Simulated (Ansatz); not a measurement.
Consider the formal exchange of groups at a C–C bond: `CB1C=C1CF` + `BF` → `FBCF` + `CB1C=C1`.

Isolated molecules relaxed with PBE0-D4/def2-TZVP in Ansatz; ΔE leaves out vibrations. CBS: MP2 limit from def2 TZ/QZ plus the TZ coupled-cluster correction, frozen cores. This one scheme is used for every species. Functionals use def2-TZVPP. B3LYP here is the variant with VWN-RPA as its local correlation; programs differ in this. One conformer a species, not always the lowest.

```json
{"level": "PBE-D4", "ΔE (kJ/mol)": "-13.1", "difference from CCSD(T)/CBS": "0.4"}
{"level": "r2SCAN-D4", "ΔE (kJ/mol)": "-15.2", "difference from CCSD(T)/CBS": "-1.7"}
{"level": "PBE0-D4", "ΔE (kJ/mol)": "-13.0", "difference from CCSD(T)/CBS": "0.5"}
{"level": "B3LYP-D4", "ΔE (kJ/mol)": "-12.5", "difference from CCSD(T)/CBS": "1.0"}
{"level": "ωB97X-V", "ΔE (kJ/mol)": "-13.1", "difference from CCSD(T)/CBS": "0.4"}
{"level": "ωB97M-V", "ΔE (kJ/mol)": "-15.4", "difference from CCSD(T)/CBS": "-1.9"}
{"level": "B2PLYP", "ΔE (kJ/mol)": "-13.0", "difference from CCSD(T)/CBS": "0.5"}
{"level": "PBE", "ΔE (kJ/mol)": "-15.0", "difference from CCSD(T)/CBS": "-1.5"}
{"level": "r2SCAN", "ΔE (kJ/mol)": "-16.0", "difference from CCSD(T)/CBS": "-2.5"}
{"level": "PBE0", "ΔE (kJ/mol)": "-14.8", "difference from CCSD(T)/CBS": "-1.3"}
{"level": "B3LYP", "ΔE (kJ/mol)": "-15.3", "difference from CCSD(T)/CBS": "-1.8"}
{"level": "HF/def2-TZVPP", "ΔE (kJ/mol)": "-12.4", "difference from CCSD(T)/CBS": "1.1"}
{"level": "MP2/def2-TZVPP", "ΔE (kJ/mol)": "-8.6", "difference from CCSD(T)/CBS": "4.9"}
{"level": "SCS-MP2/def2-TZVPP", "ΔE (kJ/mol)": "-8.7", "difference from CCSD(T)/CBS": "4.8"}
{"level": "CCSD/def2-TZVPP", "ΔE (kJ/mol)": "-12.8", "difference from CCSD(T)/CBS": "0.7"}
{"level": "CCSD(T)/def2-TZVPP", "ΔE (kJ/mol)": "-11.7", "difference from CCSD(T)/CBS": "1.8"}
{"level": "HF/def2-QZVPP", "ΔE (kJ/mol)": "-12.5", "difference from CCSD(T)/CBS": "1.0"}
{"level": "MP2/def2-QZVPP", "ΔE (kJ/mol)": "-9.6", "difference from CCSD(T)/CBS": "3.9"}
{"level": "SCS-MP2/def2-QZVPP", "ΔE (kJ/mol)": "-9.9", "difference from CCSD(T)/CBS": "3.6"}
{"level": "HF/CBS(def2)", "ΔE (kJ/mol)": "-12.5", "difference from CCSD(T)/CBS": "1.0"}
{"level": "MP2/CBS(def2)", "ΔE (kJ/mol)": "-10.4", "difference from CCSD(T)/CBS": "3.1"}
{"level": "CCSD/CBS(def2)", "ΔE (kJ/mol)": "-14.5", "difference from CCSD(T)/CBS": "-1.0"}
{"level": "CCSD(T)/CBS", "ΔE (kJ/mol)": "-13.5", "difference from CCSD(T)/CBS": "0"}
```

Largest T1 diagnostic among the species: 0.013.
